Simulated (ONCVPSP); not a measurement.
**Pseudopotential generation for copper (Cu): ONCV, LDA (Perdew-Wang 92), fully relativistic.**

ONCVPSP 4.0.1 input, shortened (lines: element, Z, core and valence counts, functional; n l f; lmax; l rc ep ncon nbas qcut; lloc lpopt rc5 dvloc0; l nproj debl; icmod fcfact rcfact), LDA (Perdew-Wang 92), fully relativistic:

```
  Cu 29.00    5    1  -001012      upf
    1    0    2.00
    2    0    2.00
    2    1    6.00
    3    0    2.00
    3    1    6.00
    3    2   10.00
    2
    0    1.45    0.40    4    9    3.50
    1    1.45    0.46    4    6    6.80
    2    1.50    0.00    3    7   12.00
    4    5    1.25    6.00
    0    2    1.30
    1    2    0.80
    2    2    3.50
    1    0.70    0.00
```

Open shells are filled in proportion to 2j + 1.

All-electron outer shells of the reference configuration (LDA (PZ), scalar-relativistic, ld1.x):

```json
{"shell": "3d", "level (eV)": "-14.01", "outermost node (bohr)": "–", "outermost maximum (bohr)": "0.60"}
```

Question: Does this generation succeed?

Answer: No. ONCVPSP 4.0.1 stopped with "test_data: must have ncon+3 <= nbas <= ncon+5, l= 1": the input breaks a rule of the program on the basis size: nbas must lie between ncon + 3 and ncon + 5.
